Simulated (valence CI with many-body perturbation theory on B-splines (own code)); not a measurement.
**Er LXIII: one-electron terms**

Computed by configuration interaction combined with many-body perturbation theory (CI+MBPT): four valence electrons over a frozen Dirac-Fock core [He], radial functions for each j: 11 s, 11 p, 10 d, 8 f, 5 g, 2 h, with the one-electron correlation potential Σ1, the two-electron term Σ2, the three-electron term Σ3, Breit, model QED; selected CI, second order for the rest, scaled by the run's own slope (own B-spline code, finite nucleus).

No measured spectrum was set against this ion. As an estimate, large intervals hold to a few tenths of a per cent, small ones and those within an open d or f shell to about a per cent. Among the levels kept, up to 920 cm⁻¹ of a level comes from second order outside the variational space, and about a tenth of that is noise between levels of different J, which matters for small intervals.

These are the spectroscopic orbitals of the CI (the correlating ones are not listed), shaped by the core and the other valence electrons. h is the expectation value of the core's Dirac-Fock operator, without the valence repulsion; Σ1 is computed up to l = 3 at one energy for each symmetry, that of its lowest orbital but kept below the first core excitation, so for empty shells it is not the orbital's own correlation shift; Breit and QED include the response of the core.

```csv
Orbital,h (hartree),Σ1 (cm⁻¹),Breit (cm⁻¹),QED (cm⁻¹),⟨r⟩ (bohr)
2s1/2,-598.92,-1503,94653,113045,0.08277
3s1/2,-260.35,-376,26122,32513,0.1934
4s1/2,-144.24,-148,10338,13282,0.3523
5s1/2,-91.368,-73.0,5157,6671,0.5586
6s1/2,-62.986,-41.4,2934,3810,0.8125
7s1/2,-46.022,-25.7,1827,2377,1.114
2p1/2,-592.62,-4099,190116,3294,0.06846
3p1/2,-258.57,-935,50484,508,0.1802
4p1/2,-143.51,-361,19972,179,0.3400
5p1/2,-91.001,-177,9931,84.8,0.5472
6p1/2,-62.775,-100,5643,47.0,0.8021
7p1/2,-45.891,-61.9,3512,28.9,1.104
2p3/2,-554.35,-2651,65340,14563,0.07507
3p3/2,-247.2,-609,18041,3829,0.1896
4p3/2,-138.75,-236,8616,1549,0.3524
5p3/2,-88.578,-116,4335,777,0.5627
6p3/2,-61.381,-65.8,2482,444,0.8207
7p3/2,-45.016,-40.9,1553,278,1.126
3d3/2,-246.55,-281,1832,-257,0.1601
4d3/2,-138.47,-121,1007,-50.1,0.3236
5d3/2,-88.436,-62.6,500,-14.0,0.5347
6d3/2,-61.299,-36.4,303,-4.7,0.7935
7d3/2,-44.965,-22.9,195,-1.7,1.099
3d5/2,-243.31,-241,597,1207,0.1632
4d5/2,-137.09,-103,328,562,0.3275
5d5/2,-87.732,-53.3,155,298,0.5394
6d5/2,-60.892,-30.9,93.7,175,0.7991
7d5/2,-44.709,-19.5,60.6,112,1.106
4f5/2,-137.02,-22.4,10.7,-161,0.2816
5f5/2,-87.695,-12.7,8.8,-78.4,0.4939
6f5/2,-60.871,-7.7,5.6,-44.0,0.7539
7f5/2,-44.696,-5.0,3.9,-27.2,1.061
4f7/2,-136.35,-21.0,3.1,147,0.2837
5f7/2,-87.354,-11.9,2.6,79.9,0.4963
6f7/2,-60.674,-7.2,1.5,47.6,0.7566
7f7/2,-44.572,-4.7,1.1,30.6,1.064
5g7/2,-87.343,,0.0,-52.0,0.4332
6g7/2,-60.667,,0.0,-30.0,0.6937
7g7/2,-44.567,,0.0,-18.9,1.002
5g9/2,-87.141,,0.0,41.7,0.4348
6g9/2,-60.55,,0.0,24.3,0.6954
7g9/2,-44.494,,0.0,15.4,1.004
6h9/2,-60.549,,,,0.6161
6h11/2,-60.472,,,,0.6174
```

Among the shells of the start configuration 2s2 2p2, Σ1 is largest in size for 2p1/2, where it is 0.0032 % of h.

Lowest root of each symmetry, sizes in configuration state functions:

```
J  Parity  Roots  Reference  Variational  Second order  Change by selected CI (cm⁻¹)  Change by second order (cm⁻¹)
0    even     19         53        28690         41067                        -22896                              0
1    even     34        124        31998        150411                        -19533                           -177
2    even     36        150        31999        274471                        -21058                           -358
3    even     21        123        31997        207682                        -19610                           -360
4    even      9         83        31999        156164                        -20741                           -224
5    even      3         46        28554         63542                        -19413                            -15
0     odd     15         49        27586         23552                        -24625                             -1
1     odd     35        127        31992        168639                        -27722                           -180
2     odd     34        147        31998        255832                        -21980                           -327
3     odd     20        122        32000        241454                        -20890                           -359
4     odd      8         82        31998        156843                        -20725                           -157
5     odd      2         45        28383        107343                        -27183                            -12
```
